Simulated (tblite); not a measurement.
Parent: `[SiH3:1][O:2][CH2:3][C:4]1([Cl:5])[CH2:6][CH2:7]1` with Si1–O2–C3–C4 180°, O2–C3–C4–Cl5 180°, C4H9ClOSi.

Computed geometry: GFN2-xTB, gas phase. One conformer each, not checked by frequencies here.

```
coordinate of the parent    value
                  Si1–O2  1.623 Å
                   O2–C3  1.389 Å
                   C3–C4  1.515 Å
                  C4–Cl5  1.762 Å
                   C4–C6  1.494 Å
                   C6–C7  1.503 Å
                   C4–C7  1.494 Å
               Si1–O2–C3   129.0°
                O2–C3–C4   109.8°
               C3–C4–Cl5   110.5°
                C3–C4–C6   121.1°
                C3–C4–C7   121.1°
               Cl5–C4–C6   117.9°
               Cl5–C4–C7   117.9°
                C6–C4–C7    60.4°
                C4–C6–C7    59.8°
                C4–C7–C6    59.8°
```

Question: How does the shared frame change in `[O:1]=[CH:2][C@@H:3]1[CH2:4][C@:5]1([Cl:6])[CH2:7][O:8][SiH3:9]` with O1–C2–C3–C4 19°, C4–C5–C7–O8 -142°, C5–C7–O8–Si9 153°, C5H9ClO2Si? Atoms pair as Si1 = Si9, O2 = O8, C3 = C7, C4 = C5, Cl5 = Cl6, C6 = C3, C7 = C4 (parent first).

Answer: 
```
   parent   relative  value in the relative  change
   Si1–O2     Si9–O8                1.625 Å  +0.002
    O2–C3      O8–C7                1.390 Å  +0.001
    C3–C4      C7–C5                1.510 Å  -0.005
   C4–Cl5     C5–Cl6                1.757 Å  -0.005
    C4–C6      C5–C3                1.525 Å  +0.031
    C6–C7      C3–C4                1.516 Å  +0.013
    C4–C7      C5–C4                1.482 Å  -0.012
Si1–O2–C3  Si9–O8–C7                 128.9°    -0.1
 O2–C3–C4   O8–C7–C5                 109.4°    -0.4
C3–C4–Cl5  C7–C5–Cl6                 112.5°    +2.0
 C3–C4–C6   C7–C5–C3                 119.7°    -1.4
 C3–C4–C7   C7–C5–C4                 122.2°    +1.1
Cl5–C4–C6  Cl6–C5–C3                 115.1°    -2.8
Cl5–C4–C7  Cl6–C5–C4                 117.5°    -0.4
 C6–C4–C7   C3–C5–C4                  60.5°    +0.1
 C4–C6–C7   C5–C3–C4                  58.4°    -1.4
 C4–C7–C6   C5–C4–C3                  61.2°    +1.4
```

Of the parent's bonds, C4–C6 changes most (+0.031 Å). Bonds of the relative outside the shared frame: O1=C2 1.203, C2–C3 1.473 Å. Point group Cs → C1.

Question: How does the shared frame change in `[SiH3:1][CH2:2][C@@H:3]1[CH2:4][C@:5]1([Cl:6])[CH2:7][O:8][SiH3:9]` with Si1–C2–C3–C4 -82°, C4–C5–C7–O8 -137°, C5–C7–O8–Si9 -50°, C5H13ClOSi2? Atoms pair as Si1 = Si9, O2 = O8, C3 = C7, C4 = C5, Cl5 = Cl6, C6 = C3, C7 = C4 (parent first).

Answer: 
```json
{"parent": "Si1–O2", "relative": "Si9–O8", "value in the relative": "1.625 Å", "change": "+0.002"}
{"parent": "O2–C3", "relative": "O8–C7", "value in the relative": "1.389 Å", "change": "0.000"}
{"parent": "C3–C4", "relative": "C7–C5", "value in the relative": "1.509 Å", "change": "-0.006"}
{"parent": "C4–Cl5", "relative": "C5–Cl6", "value in the relative": "1.767 Å", "change": "+0.005"}
{"parent": "C4–C6", "relative": "C5–C3", "value in the relative": "1.502 Å", "change": "+0.008"}
{"parent": "C6–C7", "relative": "C3–C4", "value in the relative": "1.503 Å", "change": "0.000"}
{"parent": "C4–C7", "relative": "C5–C4", "value in the relative": "1.500 Å", "change": "+0.006"}
{"parent": "Si1–O2–C3", "relative": "Si9–O8–C7", "value in the relative": "130.6°", "change": "+1.6"}
{"parent": "O2–C3–C4", "relative": "O8–C7–C5", "value in the relative": "113.5°", "change": "+3.7"}
{"parent": "C3–C4–Cl5", "relative": "C7–C5–Cl6", "value in the relative": "111.0°", "change": "+0.5"}
{"parent": "C3–C4–C6", "relative": "C7–C5–C3", "value in the relative": "122.6°", "change": "+1.5"}
{"parent": "C3–C4–C7", "relative": "C7–C5–C4", "value in the relative": "121.9°", "change": "+0.8"}
{"parent": "Cl5–C4–C6", "relative": "Cl6–C5–C3", "value in the relative": "116.3°", "change": "-1.6"}
{"parent": "Cl5–C4–C7", "relative": "Cl6–C5–C4", "value in the relative": "116.6°", "change": "-1.3"}
{"parent": "C6–C4–C7", "relative": "C3–C5–C4", "value in the relative": "60.1°", "change": "-0.3"}
{"parent": "C4–C6–C7", "relative": "C5–C3–C4", "value in the relative": "59.9°", "change": "+0.1"}
{"parent": "C4–C7–C6", "relative": "C5–C4–C3", "value in the relative": "60.0°", "change": "+0.2"}
```

Of the parent's bonds, C4–C6 changes most (+0.008 Å). Bonds of the relative outside the shared frame: Si1–C2 1.906, C2–C3 1.506 Å. Point group Cs → C1.

Question: How does the shared frame change in `[CH2:1]=[CH:2][CH2:3][C@@H:4]1[CH2:5][C@@:6]1([Cl:7])[CH2:8][O:9][SiH3:10]` with C1–C2–C3–C4 117°, C2–C3–C4–C5 156°, C5–C6–C8–O9 35°, C6–C8–O9–Si10 -178°, C7H13ClOSi? Atoms pair as Si1 = Si10, O2 = O9, C3 = C8, C4 = C6, Cl5 = Cl7, C6 = C4, C7 = C5 (parent first).

Answer: 
```json
{"parent": "Si1–O2", "relative": "Si10–O9", "value in the relative": "1.623 Å", "change": "0.000"}
{"parent": "O2–C3", "relative": "O9–C8", "value in the relative": "1.389 Å", "change": "0.000"}
{"parent": "C3–C4", "relative": "C8–C6", "value in the relative": "1.515 Å", "change": "0.000"}
{"parent": "C4–Cl5", "relative": "C6–Cl7", "value in the relative": "1.761 Å", "change": "-0.001"}
{"parent": "C4–C6", "relative": "C6–C4", "value in the relative": "1.498 Å", "change": "+0.004"}
{"parent": "C6–C7", "relative": "C4–C5", "value in the relative": "1.506 Å", "change": "+0.003"}
{"parent": "C4–C7", "relative": "C6–C5", "value in the relative": "1.497 Å", "change": "+0.003"}
{"parent": "Si1–O2–C3", "relative": "Si10–O9–C8", "value in the relative": "128.7°", "change": "-0.3"}
{"parent": "O2–C3–C4", "relative": "O9–C8–C6", "value in the relative": "109.8°", "change": "0.0"}
{"parent": "C3–C4–Cl5", "relative": "C8–C6–Cl7", "value in the relative": "110.1°", "change": "-0.4"}
{"parent": "C3–C4–C6", "relative": "C8–C6–C4", "value in the relative": "120.7°", "change": "-0.4"}
{"parent": "C3–C4–C7", "relative": "C8–C6–C5", "value in the relative": "121.0°", "change": "-0.1"}
{"parent": "Cl5–C4–C6", "relative": "Cl7–C6–C4", "value in the relative": "119.1°", "change": "+1.2"}
{"parent": "Cl5–C4–C7", "relative": "Cl7–C6–C5", "value in the relative": "117.9°", "change": "0.0"}
{"parent": "C6–C4–C7", "relative": "C4–C6–C5", "value in the relative": "60.4°", "change": "0.0"}
{"parent": "C4–C6–C7", "relative": "C6–C4–C5", "value in the relative": "59.8°", "change": "0.0"}
{"parent": "C4–C7–C6", "relative": "C6–C5–C4", "value in the relative": "59.9°", "change": "+0.1"}
```

Of the parent's bonds, C4–C6, C6–C7 and C4–C7 change most and about equally (+0.003 to +0.004 Å). Bonds of the relative outside the shared frame: C1=C2 1.319, C2–C3 1.498, C3–C4 1.513 Å. Point group Cs → C1.

Question: How does the shared frame change in `[CH3:1][CH2:2][C@@H:3]1[CH2:4][C@:5]1([Cl:6])[CH2:7][O:8][SiH3:9]` with C1–C2–C3–C4 -89°, C4–C5–C7–O8 -139°, C5–C7–O8–Si9 -175°, C6H13ClOSi? Atoms pair as Si1 = Si9, O2 = O8, C3 = C7, C4 = C5, Cl5 = Cl6, C6 = C3, C7 = C4 (parent first).

Answer: 
| parent | relative | value in the relative | change |
| --- | --- | --- | --- |
| Si1–O2 | Si9–O8 | 1.620 Å | -0.003 |
| O2–C3 | O8–C7 | 1.392 Å | +0.003 |
| C3–C4 | C7–C5 | 1.509 Å | -0.006 |
| C4–Cl5 | C5–Cl6 | 1.766 Å | +0.004 |
| C4–C6 | C5–C3 | 1.500 Å | +0.006 |
| C6–C7 | C3–C4 | 1.504 Å | +0.001 |
| C4–C7 | C5–C4 | 1.500 Å | +0.006 |
| Si1–O2–C3 | Si9–O8–C7 | 129.5° | +0.5 |
| O2–C3–C4 | O8–C7–C5 | 110.0° | +0.2 |
| C3–C4–Cl5 | C7–C5–Cl6 | 111.5° | +1.0 |
| C3–C4–C6 | C7–C5–C3 | 122.1° | +1.0 |
| C3–C4–C7 | C7–C5–C4 | 121.7° | +0.6 |
| Cl5–C4–C6 | Cl6–C5–C3 | 116.3° | -1.6 |
| Cl5–C4–C7 | Cl6–C5–C4 | 116.5° | -1.4 |
| C6–C4–C7 | C3–C5–C4 | 60.2° | -0.2 |
| C4–C6–C7 | C5–C3–C4 | 59.9° | +0.1 |
| C4–C7–C6 | C5–C4–C3 | 59.9° | +0.1 |

Of the parent's bonds, C3–C4, C4–C6 and C4–C7 change most and about equally (-0.006 to +0.006 Å). Bonds of the relative outside the shared frame: C1–C2 1.526, C2–C3 1.511 Å. Point group Cs → C1.

Question: How does the shared frame change in `[CH3:1][CH2:2][O:3][C@@H:4]1[CH2:5][C@@:6]1([Cl:7])[CH2:8][O:9][SiH3:10]` with C1–C2–O3–C4 -178°, C2–O3–C4–C5 154°, C5–C6–C8–O9 38°, C6–C8–O9–Si10 -176°, C6H13ClO2Si? Atoms pair as Si1 = Si10, O2 = O9, C3 = C8, C4 = C6, Cl5 = Cl7, C6 = C4, C7 = C5 (parent first).

Answer: 
| parent | relative | value in the relative | change |
| --- | --- | --- | --- |
| Si1–O2 | Si10–O9 | 1.625 Å | +0.002 |
| O2–C3 | O9–C8 | 1.389 Å | 0.000 |
| C3–C4 | C8–C6 | 1.515 Å | 0.000 |
| C4–Cl5 | C6–Cl7 | 1.757 Å | -0.005 |
| C4–C6 | C6–C4 | 1.510 Å | +0.016 |
| C6–C7 | C4–C5 | 1.500 Å | -0.003 |
| C4–C7 | C6–C5 | 1.500 Å | +0.006 |
| Si1–O2–C3 | Si10–O9–C8 | 128.4° | -0.6 |
| O2–C3–C4 | O9–C8–C6 | 109.7° | -0.1 |
| C3–C4–Cl5 | C8–C6–Cl7 | 111.0° | +0.5 |
| C3–C4–C6 | C8–C6–C4 | 120.9° | -0.2 |
| C3–C4–C7 | C8–C6–C5 | 121.1° | 0.0 |
| Cl5–C4–C6 | Cl7–C6–C4 | 118.2° | +0.3 |
| Cl5–C4–C7 | Cl7–C6–C5 | 117.3° | -0.6 |
| C6–C4–C7 | C4–C6–C5 | 59.8° | -0.6 |
| C4–C6–C7 | C6–C4–C5 | 59.8° | 0.0 |
| C4–C7–C6 | C6–C5–C4 | 60.4° | +0.6 |

Of the parent's bonds, C4–C6 changes most (+0.016 Å). Bonds of the relative outside the shared frame: C1–C2 1.519, C2–O3 1.420, O3–C4 1.380 Å. Point group Cs → C1.
